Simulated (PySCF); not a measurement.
## Spin-rotation constants: `CC1=CC=C(C)C[CH+]1`, [C₈H₁₁]+, charge +1

Geometry:
```tsv
atom	x (Å)	y (Å)	z (Å)
C1	2.931	0.350	-0.273
C2	1.459	0.169	-0.147
C3	0.722	1.018	0.712
C4	-0.646	0.907	0.885
C5	-1.378	-0.059	0.216
C6	-2.833	-0.191	0.403
C7	-0.677	-0.969	-0.696
C8	0.772	-0.796	-0.831
H9	3.362	-0.373	-0.959
H10	3.409	0.237	0.699
H11	3.160	1.353	-0.632
H12	1.260	1.784	1.254
H13	-1.151	1.587	1.557
H14	-3.331	0.746	0.147
H15	-3.063	-0.365	1.455
H16	-3.261	-0.994	-0.190
H17	-1.142	-0.917	-1.694
H18	-0.892	-2.012	-0.414
H19	1.290	-1.467	-1.500
```

Total charge +1.

Computed with GIAO wB97X-D/pcSseg-1 magnetisability, rotational g tensor and spin-rotation constants, non-relativistic, gas phase (PySCF). Geometry: GFN2-xTB.

For an ion the centre-of-mass motion in the field is neglected.

(1) Give the nuclear spin-rotation constants along the inertial axes (H = +C I·J) beside the isotropic shieldings.

(2) How do the rotational constants and the g tensor change when H9, H10, H11, H12, H13, H14, H15, H16, H17, H18, H19 are replaced by deuterium?

Answers

(1) Rotational constants 5.1172, 1.4239, 1.1367 GHz. A star marks the isotopologue with that one atom substituted, in its own axes.
```
atom  isotope  Caa (kHz)  Cbb (kHz)  Ccc (kHz)  mean (kHz)  σ (ppm)
  H9       1H     -0.397     -0.019     -0.148      -0.188     29.1
 H10       1H     -0.455     -0.134     -0.040      -0.210     28.9
 H11       1H     -0.449     -0.136     -0.040      -0.208     28.9
 H12       1H     -0.320      0.091     -0.140      -0.123     22.6
 H13       1H     -0.345      0.082     -0.141      -0.135     23.5
 H14       1H     -0.436     -0.136     -0.043      -0.205     28.4
 H15       1H     -0.442     -0.137     -0.041      -0.207     28.4
 H16       1H     -0.426     -0.013     -0.148      -0.196     28.8
 H17       1H     -0.532     -0.085     -0.057      -0.225     27.0
 H18       1H     -0.531     -0.083     -0.059      -0.224     27.0
 H19       1H     -0.348      0.099     -0.142      -0.131     22.8
  C1     13C*      0.644      0.212      0.176       0.344    164.4
  C2     13C*      2.588      0.599      0.112       1.100     34.6
  C3     13C*      2.535      0.772      0.141       1.150      3.1
  C4     13C*      2.084      0.633      0.133       0.950     46.1
  C5     13C*      3.357      0.839      0.120       1.439    -37.4
  C6     13C*      0.694      0.255      0.168       0.372    156.7
  C7     13C*      1.047      0.353      0.142       0.514    131.7
  C8     13C*      2.578      0.758      0.151       1.163      1.7
```
For the geometry as given, no vibrational averaging.

(2) Constants 3.9718, 1.1695, 0.9337 GHz; g -0.0223, -0.0096, 0.0214, against -0.0286, -0.0117, 0.0261 before.
